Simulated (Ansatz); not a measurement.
Calculated with Ansatz (gas phase, PBE0-D4/def2-TZVP geometries, no zero-point term in ΔE). CBS: MP2 limit from def2 TZ/QZ plus the TZ coupled-cluster correction, frozen cores. This one scheme is used for every species, atoms too. DFT in def2-TZVPP. B3LYP here is the variant with VWN-RPA as its local correlation; programs differ in this. No spin–orbit coupling; open shells (•) take unrestricted orbitals. Spin–orbit coupling would lower the free atoms: a little for C, S; strongly for Te. Elements past krypton have def2 core potentials. Bonds to Te are less sure, by a few kJ/mol each and by 10 to 20 or more in all where they break to atoms, as the def2 sets lack core-valence functions. Each species was taken in one conformer, which may not be the lowest.

`N=C(S)[TeH]` → C• + 3 H• + N• + S• + Te•  (atomization)

What is ΔE at CCSD(T)/CBS? (An estimate is asked.)

The calculation gave: +528.8 kcal/mol.

What do these levels give: LDA (SPW92), BLYP-D4, r2SCAN-D4, PBE0-D4, BHLYP-D4, BLYP, r2SCAN, B3LYP, HF/def2-TZVPP, SCS-MP2/def2-TZVPP, CCSD/def2-TZVPP, CCSD(T)/def2-TZVPP? (An estimate is asked.)

Ansatz gave: LDA (SPW92) 634.3, BLYP-D4 538.2, r2SCAN-D4 528.2, PBE0-D4 531.0, BHLYP-D4 499.5, BLYP 527.4, r2SCAN 527.1, B3LYP 521.5, HF/def2-TZVPP 317.1, SCS-MP2/def2-TZVPP 514.5, CCSD/def2-TZVPP 490.2, CCSD(T)/def2-TZVPP 506.1 kcal/mol.

Largest T1 diagnostic among the species: 0.013.

From BLYP to BHLYP (50 % exact exchange), in def2-TZVPP and without D4, ΔE moves by −34.6 kcal/mol: exact exchange takes away binding that semilocal exchange gives to molecules. Leaving LDA and LC-ωPBE aside and taking each functional with its dispersion term where it has one, the values, not all of them listed here, spread over 54.1 kcal/mol, from BHLYP-D4 to PBE-D4. LDA lies +85.5 kcal/mol from PBE without D4, its usual overbinding.

For atomizations the MP2-based limit and the directly extrapolated one differ by several kJ/mol either way, and by 10 to 25 for some Ge, Se and Sn compounds, so smaller differences from it don't rank the levels.
